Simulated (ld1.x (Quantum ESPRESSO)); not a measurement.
## Mg (Z = 12), RRKJ: configuration errors across variants

- Element: Mg (Z = 12)
- Generator: ld1.x (Quantum ESPRESSO) 7.5
- Type: norm-conserving RRKJ (Kleinman–Bylander form)
- Functional: PBEsol
- Relativity: scalar-relativistic
- Frozen core: [He]
- Valence charge: 10
- Reference configuration: 2s2 2p6 3s0 3p0 (charge +2)
- Partial waves: 2s (bound): rc 1.05 bohr; 2p (bound): rc 1.10 bohr
- Local potential: all-electron potential smoothed inside 0.90 bohr (lloc = -1)
- Core correction: none

All-electron excitation energies from the reference (eV): (1) 2s2 2p6 3s2 3p0 -22.737; (2) 2s2 2p6 3s1 3p0 -14.816; (3) 2s2 2p6 3s1.5 3p0 -19.608; (4) 2s2 2p6 3s0 3p2 -15.611; (5) 2s2 2p6 3s0 3p1 -10.507; (6) 2s2 2p5 3s2 3p0 35.718; (7) 2s1 2p6 3s2 3p0 68.461.

Errors AE − PS in meV (a dash: test not solved or not reliable):

| change | (1) | (2) | (3) | (4) | (5) | (6) | (7) | bound ghosts |
| --- | --- | --- | --- | --- | --- | --- | --- | --- |
| base | -8.0 | -5.1 | -6.8 | -73 | -58 | +230 | -243 | none |
| all radii scaled by about 0.80 (s 0.84, p 0.88 bohr); local potential all-electron potential smoothed inside 0.72 bohr (lloc = -1) | +22 | +16 | +20 | -23 | -19 | +146 | +8.4 | none |
| all radii scaled by about 0.89 (s 0.94, p 0.98 bohr); local potential all-electron potential smoothed inside 0.80 bohr (lloc = -1) | +30 | +22 | +28 | -44 | -35 | +248 | -39 | none |
| all radii scaled by about 1.16 (s 1.22, p 1.28 bohr); local potential all-electron potential smoothed inside 1.04 bohr (lloc = -1) | +470 | +340 | +423 | -146 | -116 | +1789 | +944 | none |
| all radii scaled by about 1.24 (s 1.30, p 1.36 bohr); local potential all-electron potential smoothed inside 1.12 bohr (lloc = -1) | +200 | +145 | +180 | -202 | -160 | +1183 | +72 | none |

(1) Give the same row for: all radii scaled by about 1.33 (s 1.40, p 1.46 bohr); local potential all-electron potential smoothed inside 1.20 bohr (lloc = -1).

Results:

(1) +106, +78, +96, -275, -216, +1128, -253; bound ghosts: none.
